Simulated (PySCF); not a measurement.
PySCF input (M06-2X/def2-TZVPD):

```python
from pyscf import gto, scf, dft

mol = gto.M(
    atom='''
    C    -2.20232997    0.36865996    0.01102231
    C    -0.88935941   -0.26485235    0.21857224
    O     0.12739174    0.56792628   -0.39174387
    C     1.39105730    0.16047673   -0.23473757
    O     1.74746086   -0.82177251    0.35381159
    H    -3.10147462   -0.22141977    0.10728324
    H    -2.27945651    1.43958565   -0.10371999
    H    -0.63826483   -0.37796957    1.28218443
    H    -0.83819859   -1.26671598   -0.21681845
    H     2.06236625    0.87158363   -0.73461295
    ''',
    basis='def2-tzvpd',
    charge=0,
    spin=1,
    verbose=4,
)

mf = dft.UKS(mol, xc='m062x').density_fit(auxbasis='def2-universal-jkfit')
mf.grids.level = 4
mf.conv_tol = 1e-9
mf.max_cycle = 100
mf.max_memory = 1500
mf.kernel()
if not mf.converged:
    mf = mf.newton()
    mf.kernel(mf.make_rdm1())
for _ in range(2):
    mo, _, stable, _ = mf.stability(return_status=True)
    if stable:
        break
    mf.kernel(mf.make_rdm1(mo, mf.mo_occ))
mf.analyze()
```

Output:

```
PySCF version 2.14.0

[INPUT] verbose = 4
[INPUT] num. atoms = 10
[INPUT] num. electrons = 39
[INPUT] charge = 0
[INPUT] spin (= nelec alpha-beta = 2S) = 1
[INPUT] symmetry False subgroup None
[INPUT] Mole.unit = angstrom
[INPUT] Symbol           X                Y                Z      unit          X                Y                Z       unit  Magmom
[INPUT]  1 C     -2.202329970000   0.368659960000   0.011022310000 AA   -4.161800479222   0.696666357493   0.020829147160 Bohr   0.0
[INPUT]  2 C     -0.889359410000  -0.264852350000   0.218572240000 AA   -1.680645711205  -0.500498404947   0.413041672033 Bohr   0.0
[INPUT]  3 O      0.127391740000   0.567926280000  -0.391743870000 AA    0.240735499132   1.073225128143  -0.740288625277 Bohr   0.0
[INPUT]  4 C      1.391057300000   0.160476730000  -0.234737570000 AA    2.628717320577   0.303257069066  -0.443589718446 Bohr   0.0
[INPUT]  5 O      1.747460860000  -0.821772510000   0.353811590000 AA    3.302222438797  -1.552924980596   0.668607004797 Bohr   0.0
[INPUT]  6 H     -3.101474620000  -0.221419770000   0.107283240000 AA   -5.860937614089  -0.418422723864   0.202735941356 Bohr   0.0
[INPUT]  7 H     -2.279456510000   1.439585650000  -0.103719990000 AA   -4.307548516757   2.720422611354  -0.196002374743 Bohr   0.0
[INPUT]  8 H     -0.638264830000  -0.377969570000   1.282184430000 AA   -1.206145723642  -0.714258970720   2.422977413882 Bohr   0.0
[INPUT]  9 H     -0.838198590000  -1.266715980000  -0.216818450000 AA   -1.583965773097  -2.393746279810  -0.409727489253 Bohr   0.0
[INPUT] 10 H      2.062366250000   0.871583630000  -0.734612950000 AA    3.897307381046   1.647054355354  -1.388217283059 Bohr   0.0

nuclear repulsion = 169.27374603575
number of shells = 92
number of NR pGTOs = 321
number of NR cGTOs = 236
basis = def2-tzvpd
ecp = {}

******** <class 'pyscf.df.df_jk.DFUKS'> ********
method = DFUKS
initial guess = minao
damping factor = 0
level_shift factor = 0
DIIS = <class 'pyscf.scf.diis.CDIIS'>
diis_start_cycle = 1
diis_space = 8
diis_damp = 0
SCF conv_tol = 1e-09
SCF conv_tol_grad = None
SCF max_cycles = 100
direct_scf = False
number electrons alpha = 20  beta = 19
XC library pyscf.dft.libxc version 7.1.2
    S. Lehtola, C. Steigemann, M. J. T. Oliveira, and M. A. L. Marques,  SoftwareX 7, 1–5 (2018)
XC functionals = m062x
    Y. Zhao and D. G. Truhlar,  Theor. Chem. Acc. 120, 215 (2008)
    Y. Zhao and D. G. Truhlar,  Theor. Chem. Acc. 120, 215 (2008)
radial grids:
    Treutler-Ahlrichs [JCP 102, 346 (1995); DOI:10.1063/1.469408] (M4) radial grids

becke partition: Becke, JCP 88, 2547 (1988); DOI:10.1063/1.454033
pruning grids: <function nwchem_prune>
grids dens level: 4
symmetrized grids: False
atomic radii adjust function: <function treutler_atomic_radii_adjust>
small_rho_cutoff = 0
Set gradient conv threshold to 3.16228e-05
tot grids = 220888
******** <class 'pyscf.df.df.DF'> ********
auxbasis = def2-universal-jkfit
[...]
  beta  nocc = 19  HOMO = -0.371468436852481  LUMO = -0.0399663745551173
  HOMO = -0.281460841412  LUMO = -0.0399663745551  gap/eV = 6.57140
Extra cycle  E= -267.703817806695  delta_E= -8.01e-12  |g|= 2.23e-06  |ddm|= 1.26e-05
converged SCF energy = -267.703817806695  <S^2> = 0.75527138  2S+1 = 2.0052644
uhf_internal: lowest eigs of H = [0.33753812 0.37115816 0.4118448 ]
<class 'pyscf.df.df_jk.DFUKS'> wavefunction is stable in the internal stability analysis
**** SCF Summaries ****
Total Energy =                        -267.703817806694985
Nuclear Repulsion Energy =             169.273746035749866
One-electron Energy =                 -699.069334811694375
Two-electron Energy =                  262.091770969249524
Two-electron Coulomb Energy =          297.275213670083190
DFT Exchange-Correlation Energy =      -35.183442700833645
HOMO-LUMO gap [eV] =                     6.571399159338438
**** MO energy ****
                             alpha | beta                alpha | beta
MO #1   energy= -19.6847597676943  | -19.6845265863345  occ= 1 | 1
MO #2   energy= -19.6299722928961  | -19.6299331651542  occ= 1 | 1
MO #3   energy= -10.6777065482965  | -10.6777131299764  occ= 1 | 1
MO #4   energy= -10.6110163307508  | -10.6117195155239  occ= 1 | 1
MO #5   energy= -10.5599439389832  | -10.5529644044557  occ= 1 | 1
MO #6   energy= -1.24457512214818  | -1.24408372520361  occ= 1 | 1
MO #7   energy= -1.15514274969178  | -1.15472918138401  occ= 1 | 1
MO #8   energy= -0.890128264524524 | -0.874156222686839 occ= 1 | 1
MO #9   energy= -0.753095512862611 | -0.731451167411066 occ= 1 | 1
MO #10  energy= -0.680902190644041 | -0.670249628304841 occ= 1 | 1
MO #11  energy= -0.620794368592215 | -0.617822461198614 occ= 1 | 1
MO #12  energy= -0.584151560875525 | -0.578310304900505 occ= 1 | 1
MO #13  energy= -0.569361330238293 | -0.5674492788438   occ= 1 | 1
MO #14  energy= -0.508204697800091 | -0.498804799721637 occ= 1 | 1
MO #15  energy= -0.494343012059727 | -0.487138361405305 occ= 1 | 1
MO #16  energy= -0.479515633038056 | -0.469887413854163 occ= 1 | 1
MO #17  energy= -0.445938065867896 | -0.441615805527046 occ= 1 | 1
MO #18  energy= -0.393432386424813 | -0.389503432606171 occ= 1 | 1
MO #19  energy= -0.3722633244425   | -0.371468436852481 occ= 1 | 1
MO #20  energy= -0.281460841412063 | -0.0399663745551173 occ= 1 | 0
MO #21  energy= 0.0153871205981829 | 0.00990805092024161 occ= 0 | 0
MO #22  energy= 0.0318185590992803 | 0.0300803563315122 occ= 0 | 0
MO #23  energy= 0.0330069607531657 | 0.031903478737182  occ= 0 | 0
MO #24  energy= 0.0393482983727506 | 0.0379003914185709 occ= 0 | 0
MO #25  energy= 0.0604537561190285 | 0.058769940741323  occ= 0 | 0
MO #26  energy= 0.0665806367421469 | 0.065590169541963  occ= 0 | 0
MO #27  energy= 0.0765270340601507 | 0.0732140502390671 occ= 0 | 0
MO #28  energy= 0.0867008376247595 | 0.0830258039584562 occ= 0 | 0
MO #29  energy= 0.10035892412445   | 0.0978021653526496 occ= 0 | 0
MO #30  energy= 0.106589620409116  | 0.102154018168447  occ= 0 | 0
MO #31  energy= 0.110584458146503  | 0.107609501635174  occ= 0 | 0
MO #32  energy= 0.122764947020325  | 0.118800015492565  occ= 0 | 0
MO #33  energy= 0.142420201860314  | 0.131615599588316  occ= 0 | 0
MO #34  energy= 0.169742230584055  | 0.160855803859596  occ= 0 | 0
MO #35  energy= 0.173399098142977  | 0.171103563331236  occ= 0 | 0
MO #36  energy= 0.18159539087975   | 0.177577607528578  occ= 0 | 0
MO #37  energy= 0.193882783270673  | 0.183524752234165  occ= 0 | 0
MO #38  energy= 0.199663364568869  | 0.194240696505077  occ= 0 | 0
MO #39  energy= 0.209924018578311  | 0.206383757037118  occ= 0 | 0
MO #40  energy= 0.226836445850661  | 0.219371516473576  occ= 0 | 0
MO #41  energy= 0.228666926652438  | 0.222738537078363  occ= 0 | 0
MO #42  energy= 0.237252487706194  | 0.229436869551777  occ= 0 | 0
MO #43  energy= 0.239729148061328  | 0.236064338883186  occ= 0 | 0
MO #44  energy= 0.253427097153605  | 0.246919818232155  occ= 0 | 0
MO #45  energy= 0.261742479864356  | 0.259034386273368  occ= 0 | 0
MO #46  energy= 0.271396643388004  | 0.264794264222288  occ= 0 | 0
MO #47  energy= 0.278381547354602  | 0.271024571251806  occ= 0 | 0
MO #48  energy= 0.285947554016736  | 0.287317916317197  occ= 0 | 0
MO #49  energy= 0.297918172490504  | 0.294293748164477  occ= 0 | 0
MO #50  energy= 0.30858483802975   | 0.29934224892584   occ= 0 | 0
MO #51  energy= 0.314010202098589  | 0.309707464831512  occ= 0 | 0
MO #52  energy= 0.324028779865127  | 0.315580500213461  occ= 0 | 0
MO #53  energy= 0.332368031544483  | 0.324914696265006  occ= 0 | 0
MO #54  energy= 0.338985587905521  | 0.331364210084701  occ= 0 | 0
MO #55  energy= 0.340428363482472  | 0.334809405211875  occ= 0 | 0
MO #56  energy= 0.350703203472033  | 0.345902251356514  occ= 0 | 0
MO #57  energy= 0.359062804665944  | 0.350763888937612  occ= 0 | 0
MO #58  energy= 0.369478719124445  | 0.357411270071998  occ= 0 | 0
MO #59  energy= 0.373752514154486  | 0.366772335624318  occ= 0 | 0
MO #60  energy= 0.379255489470614  | 0.372651633100932  occ= 0 | 0
MO #61  energy= 0.392666670585275  | 0.38333638554273   occ= 0 | 0
MO #62  energy= 0.399159280132354  | 0.38944407671013   occ= 0 | 0
MO #63  energy= 0.411907174815122  | 0.397094043470741  occ= 0 | 0
MO #64  energy= 0.414458782747874  | 0.406355351933504  occ= 0 | 0
MO #65  energy= 0.426055133582112  | 0.410551072460239  occ= 0 | 0
MO #66  energy= 0.428713152840826  | 0.421720008187212  occ= 0 | 0
MO #67  energy= 0.442750695496426  | 0.430976783451937  occ= 0 | 0
MO #68  energy= 0.454748477616     | 0.447399744154359  occ= 0 | 0
MO #69  energy= 0.466375859919812  | 0.46096944245183   occ= 0 | 0
MO #70  energy= 0.473726778842055  | 0.463460718939141  occ= 0 | 0
MO #71  energy= 0.481328308096248  | 0.470666253410055  occ= 0 | 0
MO #72  energy= 0.504740580737176  | 0.493665088805103  occ= 0 | 0
MO #73  energy= 0.510494948039548  | 0.502084918832124  occ= 0 | 0
MO #74  energy= 0.518742634224231  | 0.510835627823198  occ= 0 | 0
MO #75  energy= 0.532362163908406  | 0.524209621747088  occ= 0 | 0
MO #76  energy= 0.548095348236184  | 0.544498409369585  occ= 0 | 0
MO #77  energy= 0.564016468559154  | 0.559194875791497  occ= 0 | 0
MO #78  energy= 0.571547827963224  | 0.563705944288614  occ= 0 | 0
MO #79  energy= 0.581901073962108  | 0.576529404977986  occ= 0 | 0
MO #80  energy= 0.596541625155493  | 0.594504682564409  occ= 0 | 0
MO #81  energy= 0.613186500022025  | 0.607720132865107  occ= 0 | 0
MO #82  energy= 0.624227396975451  | 0.618774990493389  occ= 0 | 0
MO #83  energy= 0.648435049682158  | 0.642550304225274  occ= 0 | 0
MO #84  energy= 0.661155469665082  | 0.653513109129503  occ= 0 | 0
MO #85  energy= 0.666115190134     | 0.659279753659304  occ= 0 | 0
MO #86  energy= 0.689356221082289  | 0.679841780766882  occ= 0 | 0
MO #87  energy= 0.708955762242171  | 0.699342168065097  occ= 0 | 0
MO #88  energy= 0.71638746282274   | 0.714137267076685  occ= 0 | 0
MO #89  energy= 0.736030820709987  | 0.730296816090456  occ= 0 | 0
MO #90  energy= 0.739623548445526  | 0.736303602081004  occ= 0 | 0
MO #91  energy= 0.745886277628084  | 0.737933452941172  occ= 0 | 0
MO #92  energy= 0.750796786230298  | 0.746605840468951  occ= 0 | 0
MO #93  energy= 0.759654438348623  | 0.75510402531361   occ= 0 | 0
MO #94  energy= 0.767279472310287  | 0.763674238443274  occ= 0 | 0
MO #95  energy= 0.775318354253776  | 0.772210027993325  occ= 0 | 0
MO #96  energy= 0.829171216009556  | 0.821006174246012  occ= 0 | 0
MO #97  energy= 0.870617713125947  | 0.868611968394346  occ= 0 | 0
MO #98  energy= 0.877500438575065  | 0.875322593785027  occ= 0 | 0
MO #99  energy= 0.884696292572173  | 0.883611026379322  occ= 0 | 0
MO #100 energy= 0.917944262552141  | 0.918335210717844  occ= 0 | 0
MO #101 energy= 0.929603056959341  | 0.926225082861077  occ= 0 | 0
MO #102 energy= 0.940778957570961  | 0.940157688930234  occ= 0 | 0
MO #103 energy= 0.955783641656228  | 0.952386587538946  occ= 0 | 0
MO #104 energy= 0.97919166521331   | 0.976305886949383  occ= 0 | 0
[...]
```

It need not be the lowest isomer of its formula.
